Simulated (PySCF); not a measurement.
Dipole moment and polarisability of `C[C](C)(C)[GeH2][Cl]`

Species: C4H11ClGe.
Geometry (PBE0-D3(BJ)/def2-SVP, Å), atoms numbered from 1 in this order:
```
atom  x, y, z in Å
C1    -0.9590    0.1632    0.1285
C2    -0.2954    0.9447    1.2621
C3    -0.2794    0.1235    2.5500
C4    -1.0017    2.2799    1.4885
Ge5    1.5663    1.2959    0.7183
Cl6    2.5399    2.3193    2.3744
H7    -2.0068   -0.0683    0.3890
H8    -0.9757    0.7345   -0.8140
H9    -0.4511   -0.7961   -0.0634
H10    0.2309    0.6616    3.3636
H11   -1.3120   -0.0878    2.8789
H12    0.2297   -0.8443    2.4139
H13   -2.0439    2.1079    1.8102
H14   -0.5021    2.8723    2.2707
H15   -1.0348    2.8890    0.5709
H16    2.3622   -0.0012    0.4779
H17    1.6587    2.2371   -0.4982
```

Level: PBE0/def2-SVPD (PySCF), static field, nuclei fixed, core orbitals frozen in the response. The polarisability tensor in these axes (au):

```
x   102.33   6.17   2.44
y     6.17  89.65   3.42
z     2.44   3.42  92.39
```

**Question.** What are the eigenvalues, a third of the trace, and Δα (Δα² = ½Σ(αi − αj)² over the three pairs)?

**Answer.** Principal values 86.22, 92.36 and 105.80 au; mean 94.79 au = 14.05 Å³ = 15.63 × 10⁻⁴⁰ C²·m²/J; Δα = 17.34 au (18 % of the mean).

**Question.** What is the dipole moment, and where does it point?

**Answer.** (-1.98, -1.19, -1.32) D, 2.66 D in size, pointing from the negative to the positive side. Measured along this direction, the outermost atoms are Cl6 at the negative end and H7 at the positive end.

**Question.** Sum over states: ᾱ = Σ f/ω², ω in Eh. What share falls to these 10 lowest TDDFT singlets (eV, f)? 6.42, 0.0224; 6.93, 0.0158; 7.17, 0.0295; 7.60, 0.0180; 7.83, 0.0037; 7.87, 0.1304; 8.08, 0.0752; 8.24, 0.0091; 8.34, 0.0151; 8.41, 0.0004.

**Answer.** They add up to 4.02 au, 4.2 % of the 94.79 au; the largest single term is 1.56 au, from the state at 7.87 eV. Terms in order: 0.40, 0.24, 0.42, 0.23, 0.05, 1.56, 0.85, 0.10, 0.16, 0.00 au. Higher excitations give the rest. The strengths listed sum to 0.320.

**Question.** How large is μ²/3kT at 500 K beside α?

**Answer.** In Gaussian units μ²/3kT = 34.21 Å³ against 14.05 Å³, a ratio of 2.44; the Debye molar polarisation (4π/3)N_A(α + μ²/3kT) is 121.7 cm³/mol, leaving out the vibrational part.

**Question.** Refractivity n − 1 of an ideal gas of it at 500 K and 1 atm, from the electronic α?

**Answer.** N = p/kT = 1.4678 × 10¹⁹ cm⁻³, so n − 1 = 2π × N × 14.05 × 10⁻²⁴ cm³ = 1295 × 10⁻⁶ at long wavelengths.

**Question.** Give the eigenvalues of the traceless quadrupole moment Θ = ½Σq(3rr − r²1), origin at the centre of nuclear charge.

**Answer.** -4.17, 1.44, 2.73 D·Å. The values depend on the origin, since the dipole doesn't vanish. The electronic extent ⟨r²⟩ about the same centre is 1158 bohr², a root-mean-square distance of 1.96 Å for the 84 electrons.

Isolated species at its PBE0-D3(BJ)/def2-SVP geometry, gas phase. The calculation is non-relativistic, for germanium too.

The run behind these numbers computed excited states and ΔSCF ions as well. On an x86-64 server with one thread, no GPU (shared host), this took 2.4 min of wall time.
